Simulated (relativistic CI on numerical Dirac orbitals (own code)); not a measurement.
**Line list: Electric-dipole lines, Ti¹¹⁺**

These numbers are calculated, not measured: Dirac-Coulomb-Breit CI, separate exchange-only KLI orbitals for each configuration, a model potential for QED, unscaled Slater integrals (own radial code, finite nucleus).

Configurations in the expansion (outside the closed core [Ne]): 3s, 3p, 3d, 4s, 4p, 4d, 4f, 5s, 5p, 5d, 5f, 5g, 6s, 6p, 6d. Levels of other configurations are missing.

| λ vac (nm) | Lower | Upper | A (s⁻¹) | gf | Branching (%) |
| --- | --- | --- | --- | --- | --- |
| 8.2667 | 3d 2D_3/2 [4] | 5f 2F°_5/2 [18] | 1.15e+11 | 7.05e-01 | 65.6 |
| 8.2719 | 3d 2D_5/2 [5] | 5f 2F°_7/2 [19] | 1.23e+11 | 1.01e+00 | 70.2 |
| 9.0779 | 3p 2P°_3/2 [3] | 4d 2D_5/2 [10] | 1.13e+11 | 8.36e-01 | 97.8 |
| 11.716 | 3d 2D_3/2 [4] | 4f 2F°_5/2 [11] | 2.96e+11 | 3.66e+00 | 93.3 |
| 11.725 | 3d 2D_5/2 [5] | 4f 2F°_7/2 [12] | 3.17e+11 | 5.23e+00 | 100.0 |
| 25.394 | 4d 2D_3/2 [9] | 5f 2F°_5/2 [18] | 4.85e+10 | 2.81e+00 | 27.7 |
| 25.414 | 4d 2D_5/2 [10] | 5f 2F°_7/2 [19] | 5.20e+10 | 4.03e+00 | 29.8 |
| 27.975 | 4f 2F°_5/2 [11] | 5g 2G_7/2 [20] | 8.56e+10 | 8.03e+00 | 96.4 |
| 27.983 | 4f 2F°_7/2 [12] | 5g 2G_9/2 [21] | 8.87e+10 | 1.04e+01 | 100.0 |
| 34.023 | 3p 2P°_1/2 [2] | 3d 2D_3/2 [4] | 1.08e+10 | 7.52e-01 | 84.5 |
| 34.947 | 3p 2P°_3/2 [3] | 3d 2D_5/2 [5] | 1.20e+10 | 1.32e+00 | 100.0 |
| 46.004 | 3s 2S_1/2 [1] | 3p 2P°_3/2 [3] | 5.02e+09 | 6.37e-01 | 100.0 |
| 93.538 | 4p 2P°_1/2 [7] | 4d 2D_3/2 [9] | 2.23e+09 | 1.17e+00 | 2.0 |
| 96.135 | 4p 2P°_3/2 [8] | 4d 2D_5/2 [10] | 2.47e+09 | 2.05e+00 | 2.1 |
| 118.55 | 4s 2S_1/2 [6] | 4p 2P°_3/2 [8] | 1.09e+09 | 9.21e-01 | 1.3 |
| 194.88 | 5p 2P°_1/2 [14] | 5d 2D_3/2 [16] | 6.81e+08 | 1.55e+00 | 0.7 |
| 200.30 | 5p 2P°_3/2 [15] | 5d 2D_5/2 [17] | 7.55e+08 | 2.72e+00 | 0.8 |
| 243.08 | 5s 2S_1/2 [13] | 5p 2P°_3/2 [15] | 3.38e+08 | 1.20e+00 | 0.5 |
| 349.23 | 6p 2P°_1/2 [23] | 6d 2D_3/2 [25] | 2.61e+08 | 1.91e+00 | 0.4 |
| 358.93 | 6p 2P°_3/2 [24] | 6d 2D_5/2 [26] | 2.90e+08 | 3.36e+00 | 0.4 |

Terms are leading LS components. Brackets give the number of a level in order of energy, since labels repeat. The list gives strong lines, with weight on those to low levels, without lines whose two gauges differ by over a factor of 2.5. Levels whose partners in the same complex of configurations lie outside the list can be far off, and so can their lines. Rates are taken at the computed energies, electric ones in the length gauge.

At this charge energies of transitions that change n are usually good to better than 1 %, and those within a shell (Δn = 0) to a few per cent.
